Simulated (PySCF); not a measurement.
Geometry:
| atom | x (Å) | y (Å) | z (Å) |
| --- | --- | --- | --- |
| C1 | -2.689 | 0.168 | 0.136 |
| C2 | -1.432 | -0.630 | -0.104 |
| O3 | -1.415 | -1.805 | -0.409 |
| N4 | -0.261 | 0.031 | 0.027 |
| Si5 | 1.183 | -0.897 | -0.266 |
| C6 | 2.527 | 0.419 | 0.009 |
| N7 | 2.199 | 1.591 | 0.327 |
| H8 | -2.775 | 0.945 | -0.620 |
| H9 | -2.650 | 0.640 | 1.115 |
| H10 | -3.555 | -0.485 | 0.080 |
| H11 | -0.241 | 1.009 | 0.276 |
| H12 | 1.237 | -1.369 | -1.648 |
| H13 | 1.330 | -1.969 | 0.715 |
| H14 | 3.573 | 0.107 | -0.122 |
| H15 | 2.965 | 2.254 | 0.462 |

How the numbers were obtained: shieldings: GIAO PBE0/pcSseg-1, geometry: GFN2-xTB, in PySCF 2.14 (fast rotation and ring inversion assumed for equivalent nuclei, no solvent, one computed conformer, relativity neglected).

Shifts are taken against calculated references (same method and geometry level): $^{13}$C, $^{1}$H, $^{29}$Si against TMS; $^{17}$O against H2O; NH3 for $^{15}$N.

| atoms | nucleus | count | δ (ppm) |
| --- | --- | --- | --- |
| H11 | $^{1}$H | 1 | 5.37 |
| C1 | $^{13}$C | 1 | 24.0 |
| N4 | $^{15}$N | 1 | 113.5 |
| H15 | $^{1}$H | 1 | ? |
| C2 | $^{13}$C | 1 | 178.5 |
| H8/H9/H10 | $^{1}$H | 3 | ? |
| H12/H13 | $^{1}$H | 2 | ? |
| O3 | $^{17}$O | 1 | 454.7 |
| N7 | $^{15}$N | 1 | 418.5 |
| C6 | $^{13}$C | 1 | 191.9 |
| Si5 | $^{29}$Si | 1 | -55.7 |
| H14 | $^{1}$H | 1 | ? |

Task: Estimate the values marked ?.

Result: 
- H15: 12.73 ppm, hydrogen on a nitrogen bonded to C
- H14: 9.31 ppm, hydrogen on a carbon bonded to N, Si
- H12/H13: 5.04 ppm, hydrogen on a silicon bonded to C, N
- H8/H9/H10: 2.04 ppm, hydrogen on a carbon bonded to C

OH/NH shifts are gas-phase values; hydrogen bonding in solution moves them, usually downfield. Shifts are as computed. Against solution values, carbons near 30 ppm lie about +3 ppm off and those near 130 ppm about +5 ppm. Of 1309 compounds with measured shifts, 239 miss one by over three times the rms of a fit or turn the order of signals round; such compounds aren't used in these exercises. Unscaled 17O shifts of doubly bonded oxygen tend to come out too high, by tens of ppm or more. Experimental scales use liquid or dissolved standards, which lie at an offset from isolated NH3 (liquid NH3: subtract about 20 ppm) and H2O (liquid H2O: subtract about 36 ppm). Unscaled 15N shifts of sp2 nitrogen come out 20 to 40 ppm too high even then.
